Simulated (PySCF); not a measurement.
Input of a run (PBE0-D3(BJ)/def2-SVP geometry optimisation, gas phase, def2 core potentials past Kr (PySCF 2.14.0)), started from GFN2-xTB:
```
{"job": {"xc": "PBE0", "basis": "def2-SVP", "d3": "d3bj", "grid": 1, "maxiter": 30, "shake": 0.01, "kind": "geom"}, "charge": 0, "multiplicity": 1}
N     -1.706170    -0.467210     0.150530
C     -0.827270     0.608020    -0.019460
Pb     1.429350     0.044000     0.441030
H     -1.773650    -0.764950     1.097090
H     -1.568990    -1.225100    -0.491980
H     -0.807390     0.959360    -1.048420
H     -1.035990     1.427970     0.659080
H      2.765340     1.060780    -0.230880
H      1.769930    -1.583590    -0.144230
H      1.805290    -0.080210     2.194960
```

Output (energies in Eh, forces in Eh/bohr):
```
step   0  E = -289.66165194  max force = 0.017579
step   1  E = -289.66443146  max force = 0.003023
step   2  E = -289.66462833  max force = 0.001590
step   3  E = -289.66473039  max force = 0.001431
step   4  E = -289.66480195  max force = 0.000863
step   5  E = -289.66482843  max force = 0.000905
step   6  E = -289.66484158  max force = 0.000706
step   7  E = -289.66484972  max force = 0.000304
optimisation converged
```

Q: Summarise the run.

A: The energy falls by 2.0 kcal/mol over 8 energy and gradient evaluations, the largest force component goes from 0.0176 to 3.0e-04 Eh/bohr, and the atoms move by 0.075 Å rms after alignment. The bond that changes most is C2–Pb3 (ends: sp3 carbon bound to nitrogen; lead bonded to C and 3 H), which shortens by 0.076 Å. Bonds longer at the end by more than 0.005 Å: 6 of 9; shorter: 3. Among the angles that change most is H4–N1–H5, from 113.1° to 107.8°. The energy never rose by more than 1e-6 Eh on the way. The first step brought 87 % of the lowering.

Q: What are the final bond lengths?

A: N1–C2 1.427 Å, C2–Pb3 2.295 Å, N1–H4 1.017 Å, N1–H5 1.017 Å, C2–H6 1.099 Å, C2–H7 1.099 Å, Pb3–H8 1.773 Å, Pb3–H9 1.779 Å, Pb3–H10 1.777 Å. Numbering counts from 1 in the input's order; the species is `N[CH2][PbH3]`.

The run used 89 basis functions and 52 SCF cycles in all.

No frequency check. One conformer, not necessarily the lowest.

Shape of the structure used: `[NH2:1][CH2:2][PbH3:3]`: H–N1–C2–Pb3 63°, H–N1–C2–Pb3 -60°.
